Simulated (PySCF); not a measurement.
Gas-phase reaction: GeHCl3 + 3 HCl → GeH4 + 3 Cl2

Energies from PySCF, thermal terms from the rigid-rotor harmonic-oscillator model, ideal gas at 1 bar. † marks an energy on the PBE0/def2-TZVP geometry and frequencies. MP2 and CCSD(T) freeze the core. All species are closed-shell singlets. Ge: all electrons, no relativistic terms. MP2 isn't extrapolated to the basis-set limit; its ΔH°(298 K) is 814.6 kJ in def2-SVP and 782.3 kJ in def2-TZVPP. CCSD(T) isn't extrapolated to the basis-set limit; its ΔH°(298 K) is 769.2 kJ in def2-SVP and 743.2 kJ in def2-TZVPP. The harmonic model lacks anharmonicity and excited electronic states, which grow with temperature; levels with a mode under 35 cm⁻¹ are left out.

| level | ΔE electronic, kJ | ΔH°(298 K), kJ | ΔS°(298 K), J/K | ΔG°(2500 K), kJ |
|---|---|---|---|---|
| BLYP/def2-TZVP† | 656 | 652 | -4 | 685 |
| CCSD(T)/def2-SVP† | 773 | 769 | -4 | 802 |
| MP2/def2-SVP† | 818 | 815 | -4 | 848 |
| PBE0/def2-SVP† | 758 | 755 | -4 | 788 |
| ωB97M-V/def2-TZVP† | 717 | 714 | -4 | 747 |
| ωB97X-V/def2-TZVP† | 723 | 719 | -4 | 752 |
ΔH° is lowest at BLYP/def2-TZVP† and highest at MP2/def2-SVP†. No reference value is set beside these.
